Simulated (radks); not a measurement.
The numbers below are computed, except where a source is named.
Coulomb parameter of the 4d shell of the cadmium ion Cd3+ in the model configuration [Kr] 4d8 5s1, as a second difference U = [E(n + 0.25) + E(n - 0.25) - 2 E(n)] / (0.25)^2 with all orbitals relaxed. "Bare": the charge of the atom changes with n. "Screened": the 5s shell takes up the change at fixed total charge, which measures U(4d,4d) + U(5s,5s) - 2 U(4d,5s). Level of theory: scalar-relativistic Kohn-Sham, PBE, spin-unpolarised, spherical densities, point nucleus (a radial shooting solver on a logarithmic mesh with Libxc functionals).

start: configuration [Kr] 4d8 5s1; E - E(n) (eV) 0.000
bare +0.25: configuration [Kr] 4d8.25 5s1; E - E(n) (eV) -12.116
bare -0.25: configuration [Kr] 4d7.75 5s1; E - E(n) (eV) 13.142
screened +0.25: configuration [Kr] 4d8.25 5s0.75; E - E(n) (eV) -3.971
screened -0.25: configuration [Kr] 4d7.75 5s1.25; E - E(n) (eV) 4.143

U(bare) = 16.406 eV, U(screened by 5s) = 2.745 eV, against the Slater integral F0(4d,4d) = 21.099 eV with frozen orbitals.
